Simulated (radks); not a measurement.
These are the eigenvalues of the occupied orbitals of an atom or ion with whole-number occupations (eV). Method: scalar-relativistic Kohn-Sham, LDA (Slater exchange, Perdew-Wang correlation), spin-unpolarised, spherical densities, point nucleus; computed with a radial shooting solver on a logarithmic mesh with Libxc functionals.

| orbital | eigenvalue |
|---|---|
| 1s | -50064.06 |
| 2s | -8272.730 |
| 2p | -7365.670 |
| 3s | -1838.472 |
| 3p | -1557.485 |
| 3d | -1185.756 |
| 4s | -374.9122 |
| 4p | -282.2311 |
| 4d | -154.0042 |
| 5s | -56.3001 |
| 5p | -33.7745 |
| 4f | -15.3262 |
| 6s | -9.5443 |
| 5d | -8.6439 |

Which element is it, and in what charge state? The configuration may be excited.

Answer. Z = 64, gadolinium, charge +1: Gd+ in [Xe] 4f7 5d1 6s1. The list shows which subshells hold electrons but not how many an open one holds; the 1s level, -1839.8 hartree, gives Z - s = 60.7 by -(Z - s)^2/2, which with screening and relativity narrows Z to a few neighbours, and the depths of the outer levels then fix element, charge and occupations together.
